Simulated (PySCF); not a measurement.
Compound: In(H2S)F3.
Bonds: In1–S2, In1–F5, In1–F6, In1–F7. Hydrogens: H3, H4 on S2.

The calculation used PBE0-D3(BJ)/def2-SVP geometry optimisation, gas phase, def2 core potentials past Kr (PySCF).

(1) How far are the bound atoms from In1?

(2) List the angles at In1.

(3) Describe the arrangement about In1 in numbers.

(4) What are the other bond lengths?

## Answers

(1) 4 atoms: F5 1.944 Å, F7 1.958 Å, F6 1.962 Å, S2 2.707 Å. The nearest atom not counted as bound is H3, at 2.87 Å.

(2) 
| angle | degrees | distance of the outer atoms (Å) |
| --- | --- | --- |
| F5–In1–F6 | 121.6 | 3.41 |
| F5–In1–F7 | 121.1 | 3.40 |
| F6–In1–F7 | 113.7 | 3.28 |
| S2–In1–F5 | 110.5 | 3.85 |
| S2–In1–F7 | 90.0 | 3.34 |
| S2–In1–F6 | 87.3 | 3.27 |

(3) Angles from 87.3° to 121.6°; τ4 = (360° − α − β)/141° = 0.83 with α and β the two widest (0 for a square, 1 for a tetrahedron). The In–F distances aren't all alike: 1.944 to 1.962 Å.

(4) S2–H3, S2–H4 1.357 Å.

Point group: near Cs, missed by 0.08 Å at most; the miss may be what the optimiser left on a soft mode. Charge 0, singlet. No PBE0-D3(BJ)/def2-SVP frequencies stand behind this structure, so it isn't proved a minimum.
